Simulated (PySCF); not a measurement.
PySCF 2.14 output of an unrestricted PBE0 calculation on a single atom or ion in x2c-TZVPPall with one added diffuse shell each of s, p, d type (7s6p4d, 45 functions), with scalar relativity by spin-free X2C-1e:

```
SCF conv_tol = 1e-09
number electrons alpha = 11  beta = 10
    C. Adamo and V. Barone.,  J. Chem. Phys. 110, 6158 (1999)
    M. Ernzerhof and G. E. Scuseria.,  J. Chem. Phys. 110, 5029 (1999)
cycle= 1 E= -680.236719843918  delta_E= -0.00472  |g|= 0.0446  |ddm|= 0.45
cycle= 2 E= -680.237365749414  delta_E= -0.000646  |g|= 0.0407  |ddm|= 0.307
cycle= 3 E= -680.238748939629  delta_E= -0.00138  |g|= 0.00236  |ddm|= 0.124
cycle= 4 E= -680.238804117327  delta_E= -5.52e-05  |g|= 0.00269  |ddm|= 0.0376
cycle= 5 E= -680.23882965535  delta_E= -2.55e-05  |g|= 0.000344  |ddm|= 0.0404
cycle= 6 E= -680.238830157845  delta_E= -5.02e-07  |g|= 0.000108  |ddm|= 0.00253
cycle= 7 E= -680.238830279555  delta_E= -1.22e-07  |g|= 5.45e-05  |ddm|= 0.00118
cycle= 8 E= -680.238830287481  delta_E= -7.93e-09  |g|= 3.69e-06  |ddm|= 0.000423
cycle= 9 E= -680.238830287529  delta_E= -4.82e-11  |g|= 2.71e-07  |ddm|= 4.88e-05
converged SCF energy = -680.238830287529  <S^2> = 0.7534458  2S+1 = 2.0034428
```

The run itself started from symmetry-adapted Hartree-Fock orbitals and held the occupation by maximum overlap, on a logarithmic radial grid, so the iterations belong to that start.

**Question.** Which element, charge and spin multiplicity is this?

**Answer.** Ca- (calcium, charge -1), multiplicity 2; the state was [Ar] 3d1 4s2, 2D determinant.

The configuration of this anion was assumed by filling the next shell in order. It is not the known or likely ground configuration (Ca⁻, Sr⁻ and Ba⁻, for instance, bind a p electron), so these values are not the electron affinity of the element. At PBE0 the highest occupied level has a positive energy, so only the finite basis holds that electron.
